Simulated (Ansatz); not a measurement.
Consider the ligand exchange at the In–Br bond: `[CH3][In]([Cl])[Br]` + CH₃NH₂ → `C[NH][In]([CH3])[Cl]` + HBr.

Computed with Ansatz on PBE0-D4/def2-TZVP structures; ΔE is electronic, products minus reactants. CCSD(T)/CBS is the MP2 limit (def2-TZVPP, def2-QZVPP) plus CCSD(T) − MP2 in def2-TZVPP, frozen cores. def2 core potentials past Kr. For Br, In outer-core shells are correlated without core-valence functions, which leaves a few kJ/mol of doubt a bond. Scalar relativity is left out up to krypton. Each species was taken in one conformer, which may not be the lowest.

`[CH3][In]([Cl])[Br]`:

Cartesian coordinates in Å:
```
C -0.049 -1.071 -0.395
In 0.062 0.924 0.336
Cl 2.002 1.848 1.224
Br -1.812 2.521 0.364
H -0.852 -1.144 -1.127
H 0.905 -1.342 -0.844
H -0.256 -1.736 0.443
```

CH₃NH₂:

Z-matrix (Å, degrees):
```
C
N 1 1.453
H 1 1.092 2 109.4
H 1 1.100 2 115.4 3 -121.6
H 1 1.092 2 109.4 3 116.8
H 2 1.012 1 110.6 3 62.6
H 2 1.012 1 110.6 3 -179.3
```

`C[NH][In]([CH3])[Cl]`:

```xyz
12

C    -0.060    1.860    1.032
N     0.452    0.530    1.251
In    0.348   -1.062    0.054
C    -0.504   -1.350   -1.873
Cl    1.415   -2.858    1.129
H     0.730    2.622    1.041
H    -0.550    1.925    0.057
H    -0.808    2.152    1.782
H     0.917    0.414    2.137
H     0.269   -1.714   -2.550
H    -0.919   -0.419   -2.257
H    -1.291   -2.100   -1.803
```

HBr:

Cartesian coordinates in Å:
```
Br 0.454 -0.364 0.408
H -0.454 0.364 -0.408
```

| level | ΔE (kJ/mol) |
| --- | --- |
| MP2/def2-TZVPP | 121.7 |
| HF/CBS(def2) | 153.1 |

Task: What does CCSD(T)/CBS give? (An estimate is asked.)

Result: The calculation gave: +123.9 kJ/mol. The listed levels differ from it by -2.2, 29.2 kJ/mol.

Largest T1 diagnostic among the species: 0.013.

In def2-TZVPP, CCSD(T) changes the Hartree–Fock value by −33.4 kJ/mol (the triples alone add −3.6 kJ/mol) and MP2 by −32.6 kJ/mol. From PBE to PBE0 (25 % exact exchange), in def2-TZVPP and without D4, ΔE moves by +7.4 kJ/mol. The D4 term adds −3.8 kJ/mol with B3LYP and −2.2 kJ/mol with PBE0; it sums over pairs of atoms, weighted by their polarisabilities, and B3LYP, whose exchange is more repulsive, gets the larger term.

B3LYP here is the variant with VWN-RPA as its local correlation; programs differ in this.
